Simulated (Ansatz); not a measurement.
Reaction (ligand exchange at the Sn–S bond): `[F][SnH]([SH])[Cl]` + `CCNC` → `CC[N](C)[SnH]([F])[Cl]` + H₂S

Program: Ansatz. Geometries: PBE0-D4/def2-TZVP. ΔE: electronic, gas phase. CCSD(T)/CBS adds triple-zeta CCSD(T) − MP2 to the extrapolated MP2 energy (def2 sets, frozen cores). This one scheme is used for every species. Elements past krypton have def2 core potentials. For Sn outer-core shells are correlated without core-valence functions, which leaves a few kJ/mol of doubt a bond. Each species was taken in one conformer, which may not be the lowest.

```csv
species,CCSD(T)/CBS(def2) energy (Eh)
`[F][SnH]([SH])[Cl]`,-1172.67563
`CCNC`,-174.26710
`CC[N](C)[SnH]([F])[Cl]`,-947.95175
H₂S,-398.97279
```

**Question.** Work out ΔE.

**Answer.** ΔE = (-947.95175) + (-398.97279) − (-1172.67563) − (-174.26710) = 0.01819 Eh = +0.49 eV.

**Question.** What do rigid-rotor, harmonic-oscillator terms from PBE0-D4/def2-TZVP frequencies (298.15 K, 1 bar) make of the CCSD(T)/CBS value? (An estimate is asked.)

**Answer.** Computed: ΔZPE = -0.12 eV, ΔH = +0.40 eV, ΔS = -22 J/(mol·K), ΔG = +0.47 eV. Modes under 50 cm⁻¹ make the entropy rough.

Largest T1 diagnostic among the species: 0.013.

From r2SCAN to r2SCAN0 (25 % exact exchange), in def2-TZVPP and without D4, ΔE moves by +0.04 eV. Leaving LDA and LC-ωPBE aside and taking each functional with its dispersion term where it has one, the values, not all of them listed here, spread over 0.09 eV, from BLYP-D4 to HSE06-D4. LDA lies −0.15 eV from PBE without D4.
